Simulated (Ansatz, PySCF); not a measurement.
Noncovalent pair: CH5GaO (SMILES C[O][GaH2]) (first 8 atoms) with HF (SMILES F); geometry from B3LYP-D3(BJ)/def2-TZVP.
(charge 0, multiplicity 1):
```xyz
10

C     -0.8196    -0.5960     2.4661
O      0.3063     0.0950     1.9371
Ga     0.6098     0.3995     0.1766
H     -1.4990    -0.9262     1.6751
H     -0.4800    -1.4702     3.0254
H     -1.3645     0.0633     3.1449
H     -0.5009    -0.1749    -0.7550
H      1.9242     1.1787    -0.0777
F      1.9207     0.8978     3.7387
H      1.3177     0.5982     3.0596
```

Basis-set superposition error: the interaction energy with monomers in their own basis, and in the dimer's basis (counterpoise).

Programs: Ansatz (Gaussian orbitals); PySCF for 6-31G* rows, M06-2X. Values without a source in brackets are computed.

```tsv
level	uncorrected (kcal/mol)	counterpoise (kcal/mol)	difference
PBE/def2-TZVPPD	-11.99	-11.84	0.15
BLYP/def2-TZVPPD	-10.62	-10.46	0.17
r2SCAN/def2-TZVPPD	-12.94	-12.80	0.14
B3LYP/6-31G*	-12.36	-9.78	2.58
B3LYP/def2-TZVPPD	-12.01	-11.86	0.15
M06-2X/def2-TZVPPD	-13.25	-13.11	0.14
wB97X-V/def2-TZVPPD	-13.02	-12.88	0.13
wB97M-V/def2-TZVPPD	-12.78	-12.65	0.13
B2PLYP/def2-TZVPPD	-12.45	-12.05	0.40
MP2/6-31G*	-12.69	-9.30	3.40
```

The error is largest for MP2/6-31G* (3.40 kcal/mol) and smallest for wB97X-V/def2-TZVPPD (0.13 kcal/mol).

Ansatz is a first-principles code.
